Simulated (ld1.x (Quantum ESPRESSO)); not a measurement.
Values are calculated unless marked as measured or tabulated.
**Pseudopotentials across the periodic table**

Generated with ld1.x 7.5 (TM, RRKJ, ultrasoft, PAW), atompaw 4.2 or ONCVPSP 4.0.1. The cutoff is in Ry: for ld1.x and atompaw files where the sum of valence levels is converged to 10 mRy in a Bessel basis, for ONCV files where the hardest occupied wave has 1 mHa per electron of residual kinetic energy. The error is the largest all-electron minus pseudo excitation energy over each file’s own four to seven test configurations (ionisations up to +4, promotions, holes and added fractions of an electron), all of which were solved. The labels leave out finer settings (local radius, basis sizes, second energies), which also bear on the numbers. Spin-polarised tests are not counted. The rows are a selection from randomly drawn settings: files with unsolved tests, undetermined cutoffs or missed reference levels are left out.

A true bound ghost makes a file unfit for plane-wave use even where its test errors are small: the radial tests pick states by their node count and pass the ghost by.

```tsv
element	potential	cutoff (Ry)	largest error (meV)	bound ghosts
V	TM, PW91, scalar-relativistic, rc 2.55/3.40/1.50 (spd), local smoothed, core correction no, reference 3d3 4s1.5 4p0	90	-160	none
Ni	PAW, LDA (PZ), scalar-relativistic, rc 1.90/1.85/1.70 (spd), local smoothed, core correction yes, reference 3d8 4s0 4p0	35	-228	p
Ge	TM, PBEsol, scalar-relativistic, rc 1.70/2.05 (sp), local p, core correction yes, reference 4s2 4p2	25	-317	s
As	ultrasoft, LDA (PZ), scalar-relativistic, rc 1.60/2.20/2.34 (spd), local smoothed, core correction yes, reference 4s2 4p3	12	-361	none
In	PAW, PBEsol, scalar-relativistic, rc 2.10/2.55/1.70 (spd), local smoothed, core correction yes, reference 4d10 5s2 5p1	40	-241	none
Hg	TM, PW91, scalar-relativistic, rc 1.85/1.50/2.10 (spd), local smoothed, core correction no, reference 5p6 5d10 6s0 6p0	70	-352	s
Pb	TM, PBEsol, scalar-relativistic, rc 1.65/2.50/1.35 (spd), local smoothed, core correction yes, reference 5d10 6s2 6p0.5	80	-189	none
```

Question: Fill in the row for Ce: TM, PBE, scalar-relativistic, rc 3.30/3.45/4.40/3.35 (spdf), local p, core correction yes, reference 5d1 6s1.5 6p0.5.

Answer: cutoff 8 Ry, largest error -58 meV, bound ghosts: s.
